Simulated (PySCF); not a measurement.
## Two-component Hartree-Fock for Pb⁷³⁺ (lead, charge +73)

Start: [He] 2s2 2p5; 2p1/2 filled at m_j = +1/2; 2p3/2 filled at m_j = -3/2, -1/2, +1/2, +3/2. Calculated with PySCF 2.14 in an even-tempered Gaussian basis (16 s from 62 bohr⁻², ratio 2.4; 13 p from 81 bohr⁻², ratio 2.4; 5 d from 280 bohr⁻², ratio 2.6; 4 f from 410 bohr⁻², ratio 2.6): generalised Hartree-Fock with the X2C-1e Hamiltonian and a Gaussian nucleus; one run each with spin-orbit coupling (SO) screened by Boettger's factors, then bare. This is a chosen level, not necessarily the ground level.

| spinor shell | electrons | ε, screened SO (eV) | ε, bare SO (eV) | weight of nominal j (bare SO) | rms radius, bare SO (bohr) |
| --- | --- | --- | --- | --- | --- |
| 1s1/2 | 2 | -95984.5 | -95984.6 | 1.000 | 0.0180 |
| 2s1/2 | 2 | -22814.7 | -22814.8 | 1.000 | 0.0715 |
| 2p1/2 | 1 | -22338.7 | -22391.1 | 1.000 | 0.0600 |
| 2p3/2 | 4 | -20020.6 | -20006.3 | 1.000 | 0.0680 |

```tsv
quantity	screened SO	bare SO
E (hartree)	-13127.46690	-13127.26253
M_J	1/2	1/2
⟨J²⟩	0.750	0.750
⟨L²⟩	2.028	2.029
⟨S²⟩	0.778	0.779
```

Each row is a mean over spinors that exchange with the open shell spreads, by up to 23.907 eV (2p3/2).

Breit and QED terms are absent; they matter most for the inner s and p1/2 levels.

Densities and radii are taken from the X2C orbitals without a picture-change correction, which distorts them close to the nucleus.
